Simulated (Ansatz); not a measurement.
Ansatz (a first-principles code) input (B3LYP-D3(BJ)/def2-TZVP):

Ansatz 0.2 input:
```yaml
crystal:
  periodic: [false, false, false]
  atoms:
    - {symbol: Ta, position_ang: [0.02997588, -0.02547137, 0.03885916]}
    - {symbol: F, position_ang: [1.79808358, -0.25356820, -0.55367668]}
    - {symbol: F, position_ang: [-1.03642662, -0.39363364, 1.54104889]}
    - {symbol: F, position_ang: [-1.00479466, 0.85380294, -1.30256319]}
basis:
  gaussian:
    orbitals: def2-TZVP
hamiltonian:
  xc: b3lyp
  dispersion: d3bj
magnetization: {spin_polarized: true, initial_magnetization: 2}
phonons: {temperatures: {t_min: 298.15, t_max: 298.15, t_step: 100}}
```

Output:

```
Functional definition: B3LYP
integrals: 0.04 GiB planned
842 factors; their error is unknown
mean field: 0.55 GiB planned
mean field evaluation 1: about -9704.3199 eV, gradient 4.6e1 eV
mean field evaluation 2: about -9665.3139 eV, gradient 1.2e2 eV
mean field evaluation 4: about -9710.4137 eV, gradient 5.0e0 eV
mean field evaluation 8: about -9710.5251 eV, gradient 1.1e-1 eV
mean field evaluation 16: about -9710.5251 eV, gradient 1.0e-5 eV
mean field -9710.52514755 eV, -356.8552171419 hartree, gradient 1.0e-5 eV, S^2 2.002302; 1 other end points of the search recorded, 0 dependent functions left out
the calculation of the forces begins
reference -9710.52539043 eV, -356.8552260678 hartree; 21, 19 occupied and 112, 114 virtual orbitals, 842 factors
these checks for a lower state are left out or cut short: stability, starts, cluster_reference, orbital_swaps, neighbouring_geometries, increment
integrals: 0.04 GiB planned
842 factors; their error is unknown
mean field: 0.55 GiB planned
mean field -9710.52506614 eV, -356.8552141504 hartree, gradient 1.3e-6 eV, S^2 2.002304; 0 other end points of the search recorded, 0 dependent functions left out
the calculation of the forces begins
reference -9710.52530900 eV, -356.8552230755 hartree; 21, 19 occupied and 112, 114 virtual orbitals, 842 factors
these checks for a lower state are left out or cut short: stability, starts, cluster_reference, orbital_swaps, neighbouring_geometries, increment
integrals: 0.04 GiB planned
842 factors; their error is unknown
mean field: 0.55 GiB planned
mean field evaluation 32: about -9710.5250 eV, gradient 8.5e-2 eV
mean field -9710.52506526 eV, -356.8552141180 hartree, gradient 1.4e-6 eV, S^2 2.002301; 0 other end points of the search recorded, 0 dependent functions left out
the calculation of the forces begins
reference -9710.52530817 eV, -356.8552230447 hartree; 21, 19 occupied and 112, 114 virtual orbitals, 842 factors
these checks for a lower state are left out or cut short: stability, starts, cluster_reference, orbital_swaps, neighbouring_geometries, increment
integrals: 0.04 GiB planned
842 factors; their error is unknown
mean field: 0.55 GiB planned
mean field -9710.52514244 eV, -356.8552169545 hartree, gradient 1.2e-6 eV, S^2 2.002304; 0 other end points of the search recorded, 0 dependent functions left out
the calculation of the forces begins
reference -9710.52538531 eV, -356.8552258796 hartree; 21, 19 occupied and 112, 114 virtual orbitals, 842 factors
these checks for a lower state are left out or cut short: stability, starts, cluster_reference, orbital_swaps, neighbouring_geometries, increment
integrals: 0.04 GiB planned
842 factors; their error is unknown
mean field: 0.55 GiB planned
mean field -9710.52514016 eV, -356.8552168706 hartree, gradient 1.2e-6 eV, S^2 2.002301; 0 other end points of the search recorded, 0 dependent functions left out
the calculation of the forces begins
reference -9710.52538307 eV, -356.8552257973 hartree; 21, 19 occupied and 112, 114 virtual orbitals, 842 factors
these checks for a lower state are left out or cut short: stability, starts, cluster_reference, orbital_swaps, neighbouring_geometries, increment
integrals: 0.04 GiB planned
842 factors; their error is unknown
mean field: 0.55 GiB planned
mean field -9710.52511893 eV, -356.8552160905 hartree, gradient 1.2e-6 eV, S^2 2.002304; 0 other end points of the search recorded, 0 dependent functions left out
the calculation of the forces begins
reference -9710.52536179 eV, -356.8552250151 hartree; 21, 19 occupied and 112, 114 virtual orbitals, 842 factors
these checks for a lower state are left out or cut short: stability, starts, cluster_reference, orbital_swaps, neighbouring_geometries, increment
integrals: 0.04 GiB planned
842 factors; their error is unknown
mean field: 0.55 GiB planned
mean field evaluation 64: about -9710.5251 eV, gradient 7.0e-4 eV
mean field -9710.52509390 eV, -356.8552151707 hartree, gradient 1.2e-6 eV, S^2 2.002300; 0 other end points of the search recorded, 0 dependent functions left out
the calculation of the forces begins
reference -9710.52533682 eV, -356.8552240978 hartree; 21, 19 occupied and 112, 114 virtual orbitals, 842 factors
these checks for a lower state are left out or cut short: stability, starts, cluster_reference, orbital_swaps, neighbouring_geometries, increment
integrals: 0.04 GiB planned
842 factors; their error is unknown
mean field: 0.55 GiB planned
mean field -9710.52510911 eV, -356.8552157295 hartree, gradient 1.2e-6 eV, S^2 2.002300; 0 other end points of the search recorded, 0 dependent functions left out
the calculation of the forces begins
reference -9710.52535203 eV, -356.8552246566 hartree; 21, 19 occupied and 112, 114 virtual orbitals, 842 factors
these checks for a lower state are left out or cut short: stability, starts, cluster_reference, orbital_swaps, neighbouring_geometries, increment
integrals: 0.04 GiB planned
842 factors; their error is unknown
mean field: 0.55 GiB planned
mean field -9710.52513093 eV, -356.8552165315 hartree, gradient 1.2e-6 eV, S^2 2.002305; 0 other end points of the search recorded, 0 dependent functions left out
the calculation of the forces begins
reference -9710.52537379 eV, -356.8552254562 hartree; 21, 19 occupied and 112, 114 virtual orbitals, 842 factors
WARN: phonons: modes at or below zero, which the zero-point energy, F, S and C_V leave out: 1, the lowest at -11.74 cm⁻¹ …
Total energy: -9710.61126054 eV, -356.8583817361 hartree
Atom 0 at     0.029976    -0.025471     0.038859 Å, force     0.000153    -0.000130     0.000198 eV/Å
Atom 1 at     1.798084    -0.253568    -0.553677 Å, force    -0.000061     0.000017    -0.000001 eV/Å
Atom 2 at    -1.036427    -0.393634     1.541049 Å, force     0.000016     0.000021    -0.000058 eV/Å
Atom 3 at    -1.004795     0.853803    -1.302563 Å, force    -0.000108     0.000091    -0.000140 eV/Å
Dipole moment:     0.132036    -0.112195     0.171165 e Å
Vibrations: -11.74 111.15 148.67 634.20 645.85 673.18 cm⁻¹, zero-point energy 0.137191 eV
```

This is an excited triplet: at this geometry the singlet lies 0.33 eV lower at RI-MP2/CBS(def2-TZVPPD,def2-QZVPPD)+[CCSD(T)-MP2]/def2-SVPD.
